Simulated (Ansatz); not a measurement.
Consider the substitution at a C–C bond: `CC(C)=N[SiH3]` + `[Cl][Hf]([Cl])([Cl])[SeH]` → `C[Se][Hf]([Cl])([Cl])[Cl]` + `C/C=N\[SiH3]`.

Gas-phase electronic energies from Ansatz, PBE0-D4/def2-TZVP geometries. CCSD(T)/CBS is the MP2 limit (def2-TZVPP, def2-QZVPP) plus CCSD(T) − MP2 in def2-TZVPP, frozen cores. Functionals use def2-TZVPP. B3LYP here is the variant with VWN-RPA as its local correlation; programs differ in this. def2 core potentials past Kr. For Hf, Se outer-core shells are correlated without core-valence functions, which leaves a few kJ/mol of doubt a bond. Scalar relativity is left out up to krypton. Each species was taken in one conformer, which may not be the lowest.

| level | ΔE (kJ/mol) | difference from CCSD(T)/CBS |
| --- | --- | --- |
| PBE-D4 | 25.5 | -0.5 |
| B3LYP-D4 | 26.2 | 0.2 |
| ωB97X-V | 30.6 | 4.6 |
| ωB97M-V | 29.6 | 3.6 |
| B2PLYP | 26.0 | 0.0 |
| PBE | 26.5 | 0.5 |
| r2SCAN | 29.8 | 3.8 |
| PBE0 | 29.7 | 3.7 |
| B3LYP | 28.1 | 2.1 |
| MP2/def2-TZVPP | 21.8 | -4.2 |
| SCS-MP2/def2-TZVPP | 22.0 | -4.0 |
| CCSD(T)/def2-TZVPP | 24.8 | -1.2 |
| HF/def2-QZVPP | 36.0 | 10.0 |
| SCS-MP2/def2-QZVPP | 22.9 | -3.1 |
| HF/CBS(def2) | 36.1 | 10.1 |
| CCSD/CBS(def2) | 28.1 | 2.1 |
| CCSD(T)/CBS | 26.0 | 0 |

Largest T1 diagnostic among the species: 0.014.

From PBE to PBE0 (25 % exact exchange), in def2-TZVPP and without D4, ΔE moves by +3.2 kJ/mol. In def2-TZVPP, CCSD(T) changes the Hartree–Fock value by −10.8 kJ/mol (the triples alone add −2.1 kJ/mol) and MP2 by −13.8 kJ/mol.
